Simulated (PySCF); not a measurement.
PySCF input file for B(H)(Me)(SiH3) (CH₇BSi), SMILES CB[SiH3], TDA-CAM-B3LYP/def2-SVPD. The structure is a stationary point at PBE0-D3(BJ)/def2-SVP.

```python
import numpy as np
from pyscf import gto, scf, dft, tdscf

mol = gto.M(
    atom='''
    B    -0.02856844   -0.83736335    0.36376827
    H    -0.74200974   -1.81960180    0.38274529
    C     1.34357025   -0.89948497    1.09171437
    H     1.36825838   -1.55821387    1.97299369
    H     1.82289497    0.06468183    1.31357947
    H     1.98740995   -1.39838114    0.33280707
    Si   -0.68923537    0.76456857   -0.68210807
    H    -1.81653948    1.38683489    0.09206672
    H    -1.23884489    0.37959900   -2.02236848
    H     0.34954676    1.82484772   -0.89143837
    ''',
    basis='def2-SVPD',
    charge=0,
    spin=0,
    max_memory=1600,
    verbose=4,
)
mf = dft.RKS(mol, xc='cam-b3lyp').density_fit(auxbasis='def2-universal-jkfit')
mf.grids.level = 3
mf.conv_tol = 1e-9
mf.max_cycle = 100
mf.kernel()
mf.grids = dft.Grids(mol).set(level=1).build(with_non0tab=True)  # coarser grid for the response kernel
td = tdscf.TDA(mf)
td.singlet = True
td.nstates = 10
td.conv_tol = 1e-4
td.kernel(x0=td.get_init_guess(mf, 15))
td.analyze()
tt = tdscf.TDA(mf)
tt.singlet = False
tt.nstates = 4
tt.conv_tol = 1e-4
tt.kernel(x0=tt.get_init_guess(mf, 9))
tt.analyze(verbose=3)
```

Log of the run:

```
PySCF version 2.14.0

[INPUT] verbose = 4
[INPUT] num. atoms = 10
[INPUT] num. electrons = 32
[INPUT] charge = 0
[INPUT] spin (= nelec alpha-beta = 2S) = 0
[INPUT] symmetry False subgroup None
[INPUT] Mole.unit = angstrom
[INPUT] Symbol           X                Y                Z      unit          X                Y                Z       unit  Magmom
[INPUT]  1 B     -0.028568440000  -0.837363350000   0.363768270000 AA   -0.053986527406  -1.582387398248   0.687422403107 Bohr   0.0
[INPUT]  2 H     -0.742009740000  -1.819601800000   0.382745290000 AA   -1.402195190360  -3.438549057766   0.723283773567 Bohr   0.0
[INPUT]  3 C      1.343570250000  -0.899484970000   1.091714370000 AA    2.538979801613  -1.699780246463   2.063041165552 Bohr   0.0
[INPUT]  4 H      1.368258380000  -1.558213870000   1.972993690000 AA    2.585633605841  -2.944597457799   3.728417719595 Bohr   0.0
[INPUT]  5 H      1.822894970000   0.064681830000   1.313579470000 AA    3.444772247147   0.122230943936   2.482305441151 Bohr   0.0
[INPUT]  6 H      1.987409950000  -1.398381140000   0.332807070000 AA    3.755660502736  -2.642557372357   0.628914214619 Bohr   0.0
[INPUT]  7 Si    -0.689235370000   0.764568570000  -0.682108070000 AA   -1.302466084663   1.444825200750  -1.288997439656 Bohr   0.0
[INPUT]  8 H     -1.816539480000   1.386834890000   0.092066720000 AA   -3.432762111660   2.620738122091   0.173980885987 Bohr   0.0
[INPUT]  9 H     -1.238844890000   0.379599000000  -2.022368480000 AA   -2.341077552917   0.717338147159  -3.821722550153 Bohr   0.0
[INPUT] 10 H      0.349546760000   1.824847720000  -0.891438370000 AA    0.660547644129   3.448462409837  -1.684574376229 Bohr   0.0

nuclear repulsion = 90.6981046632551
number of shells = 54
number of NR pGTOs = 172
number of NR cGTOs = 120
basis = def2-SVPD
ecp = {}


[settings echo left out]
init E= -356.259317935526
  HOMO = -0.299898062172465  LUMO = -0.0940374763001328  gap/eV = 5.60175
cycle= 1 E= -356.427242752074  delta_E= -0.168  |g|= 0.233  |ddm|= 3.32
  HOMO = -0.334255433906846  LUMO = -0.0203461722919362  gap/eV = 8.54191
cycle= 2 E= -356.436702439753  delta_E= -0.00946  |g|= 0.172  |ddm|= 0.588
  HOMO = -0.341806654975025  LUMO = -0.026304767311609  gap/eV = 8.58524
cycle= 3 E= -356.444329054984  delta_E= -0.00763  |g|= 0.0231  |ddm|= 0.232
  HOMO = -0.341439514856946  LUMO = -0.024281441049578  gap/eV = 8.63031
cycle= 4 E= -356.444524808818  delta_E= -0.000196  |g|= 0.00325  |ddm|= 0.0819
  HOMO = -0.342011290725465  LUMO = -0.0245204625751447  gap/eV = 8.63937
cycle= 5 E= -356.44452926042  delta_E= -4.45e-06  |g|= 0.000654  |ddm|= 0.0116
  HOMO = -0.341877082992642  LUMO = -0.0244272386596363  gap/eV = 8.63825
cycle= 6 E= -356.44452952252  delta_E= -2.62e-07  |g|= 0.00016  |ddm|= 0.00277
  HOMO = -0.34190388564826  LUMO = -0.0244341922560065  gap/eV = 8.63879
cycle= 7 E= -356.444529540179  delta_E= -1.77e-08  |g|= 3.01e-05  |ddm|= 0.000703
  HOMO = -0.341900391000199  LUMO = -0.0244275802061864  gap/eV = 8.63888
cycle= 8 E= -356.444529541043  delta_E= -8.64e-10  |g|= 1.01e-05  |ddm|= 0.000133
  HOMO = -0.34190317053203  LUMO = -0.0244309620433354  gap/eV = 8.63886
Extra cycle  E= -356.444529541103  delta_E= -5.98e-11  |g|= 6.23e-06  |ddm|= 3.34e-05
converged SCF energy = -356.444529541103
tot grids = 34080


******** <class 'pyscf.tdscf.rks.TDA'> for <class 'pyscf.df.df_jk.DFRKS'> ********
nstates = 10 singlet
deg_eia_thresh = 1.000e-03
wfnsym = None
conv_tol = 0.0001
eigh lindep = 1e-12
eigh level_shift = 0
eigh max_cycle = 100


Excitation energies (eV)
[4.53963925 5.85348835 7.08774765 7.27240668 7.37679967 8.05268327
 8.26225684 8.47388914 8.67552432 8.69384411]

** Singlet excitation energies and oscillator strengths **
Excited State   1:      4.53964 eV    273.11 nm  f=0.0047
      16 -> 17       -0.69628
Excited State   2:      5.85349 eV    211.81 nm  f=0.0042
      13 -> 17        0.37228
      15 -> 17        0.58949
Excited State   3:      7.08775 eV    174.93 nm  f=0.0047
      13 -> 17       -0.58682
      15 -> 17        0.37317
Excited State   4:      7.27241 eV    170.49 nm  f=0.0901
      14 -> 17       -0.66168
      16 -> 18        0.16710
Excited State   5:      7.37680 eV    168.07 nm  f=0.0084
      14 -> 17       -0.16471
      16 -> 18       -0.66447
Excited State   6:      8.05268 eV    153.97 nm  f=0.0130
      16 -> 18        0.10071
      16 -> 19        0.42517
      16 -> 20        0.41761
      16 -> 21       -0.16881
      16 -> 22       -0.28121
Excited State   7:      8.26226 eV    150.06 nm  f=0.0009
      16 -> 19       -0.11302
      16 -> 21       -0.65556
      16 -> 22        0.10756
      16 -> 23        0.11088
Excited State   8:      8.47389 eV    146.31 nm  f=0.2728
      16 -> 19        0.49682
      16 -> 20       -0.38316
      16 -> 22        0.18668
      16 -> 23        0.16632
Excited State   9:      8.67552 eV    142.91 nm  f=0.0015
      11 -> 17        0.56225
      12 -> 17        0.33132
      15 -> 18       -0.18738
Excited State  10:      8.69384 eV    142.61 nm  f=0.0302
      11 -> 17        0.22775
      15 -> 18        0.62134
      15 -> 23        0.12364

** Transition electric dipole moments (AU) **
state          X           Y           Z        Dip. S.      Osc.
  1         0.0790     -0.0959     -0.1645      0.0425      0.0047
  2        -0.0458     -0.0422     -0.1599      0.0294      0.0042
  3         0.0051     -0.1352     -0.0946      0.0273      0.0047
  4         0.5290     -0.4167      0.2281      0.5055      0.0901
  5        -0.1289     -0.1699      0.0329      0.0466      0.0084
  6         0.0624     -0.2423      0.0579      0.0660      0.0130
  7         0.0508     -0.0041     -0.0447      0.0046      0.0009
  8         0.3353     -0.9842      0.4824      1.3138      0.2728
  9        -0.0791     -0.0217      0.0217      0.0072      0.0015
 10        -0.3433      0.0223     -0.1533      0.1419      0.0302

** Transition velocity dipole moments (imaginary part, AU) **
state          X           Y           Z        Dip. S.      Osc.
  1        -0.0122      0.0102      0.0195      0.0006      0.0025
  2        -0.0004     -0.0085     -0.0272      0.0008      0.0025
  3         0.0020     -0.0086      0.0003      0.0001      0.0002
  4         0.0796     -0.0689      0.0499      0.0136      0.0339
  5        -0.0374     -0.0057     -0.0031      0.0014      0.0035
  6         0.0407     -0.0438      0.0302      0.0045      0.0101
  7        -0.0084      0.0032      0.0030      0.0001      0.0002
  8         0.0891     -0.2776      0.1418      0.1051      0.2249
  9         0.0171     -0.0034     -0.0336      0.0014      0.0030
 10        -0.1040      0.0095     -0.0590      0.0144      0.0300

** Transition magnetic dipole moments (imaginary part, AU) **
state          X           Y           Z
  1         0.8534      0.2847      0.3710
  2        -0.2731      0.8874     -0.5245
  3         0.0728     -0.5363      0.3360
  4        -0.0600     -0.0637     -0.2188
  5         0.0933     -0.0833     -0.1745
  6        -0.3155      0.0128      0.0932
  7        -0.5900     -0.3387     -0.5017
  8         0.3150     -0.2893     -0.5762
  9        -0.0273      0.3433      0.1116
 10         0.4025      0.1242     -0.6154


******** <class 'pyscf.tdscf.rks.TDA'> for <class 'pyscf.df.df_jk.DFRKS'> ********
nstates = 4 triplet
deg_eia_thresh = 1.000e-03
wfnsym = None
conv_tol = 0.0001
eigh lindep = 1e-12
eigh level_shift = 0
eigh max_cycle = 100


Excitation energies (eV)
[3.69464345 5.26712701 6.50866934 6.80407524]

** Triplet excitation energies and oscillator strengths **
Excited State   1:      3.69464 eV    335.58 nm  f=0.0000
Excited State   2:      5.26713 eV    235.39 nm  f=0.0000
Excited State   3:      6.50867 eV    190.49 nm  f=0.0000
Excited State   4:      6.80408 eV    182.22 nm  f=0.0000
```

The calculation finished and met its thresholds.

Cost: about 100 core-seconds (a rough figure).
